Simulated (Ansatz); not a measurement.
ClH₃OSi₂ (`Cl[SiH]1O[SiH2]1`), 7 atoms. The species carries charge 0 and has multiplicity 1. All runs use 2 threads of an Arm Neoverse V1 on a shared host. Correlated methods freeze the cores.

(1) Give the basis size and wall time and peak host memory of each of these runs in Ansatz. RKS PBE0-D4/def2-QZVPP energy; RHF-CCSD(T)/def2-SVP energy; RKS ωB97M-V/def2-QZVPP energy; RHF-CCSD(T)/def2-TZVPP energy; RKS HSE06 (plane-wave form)-D4/def2-TZVPP energy; direct RPA on PBE orbitals/def2-TZVPP energy; RKS PBE0-D4/def2-SVP energy; RKS BLYP-D4/def2-TZVPP energy; RHF-MP2/def2-QZVPP energy; RKS r2SCANh-D4/def2-TZVPP energy; RKS PBE0-D4/def2-TZVP relaxation (6 steps); RKS r2SCAN-D4/def2-TZVPP energy and forces. (Estimate.)

## Answers

(1) The calculation gave: Other jobs shared the machine, so times are rough.

```csv
level,job,functions,wall time,peak host memory (GiB)
RKS PBE0-D4/def2-SVP,energy,83,1.2 s,0.4
RHF-CCSD(T)/def2-SVP,energy,83,2.2 s,0.4
RKS BLYP-D4/def2-TZVPP,energy,199,2.5 s,0.24
RKS HSE06 (plane-wave form)-D4/def2-TZVPP,energy,199,4 s,0.47
direct RPA on PBE orbitals/def2-TZVPP,energy,199,4.9 s,0.4
RKS r2SCAN-D4/def2-TZVPP,energy and forces,199,6.5 s,0.26
RKS r2SCANh-D4/def2-TZVPP,energy,199,6.5 s,0.46
RKS PBE0-D4/def2-QZVPP,energy,357,9.5 s,1.1
RHF-MP2/def2-QZVPP,energy,357,18 s,1.4
RKS ωB97M-V/def2-QZVPP,energy,357,23 s,1.2
RKS PBE0-D4/def2-TZVP,relaxation (6 steps),160,25 s,0.37
RHF-CCSD(T)/def2-TZVPP,energy,199,62 s,2.1
```
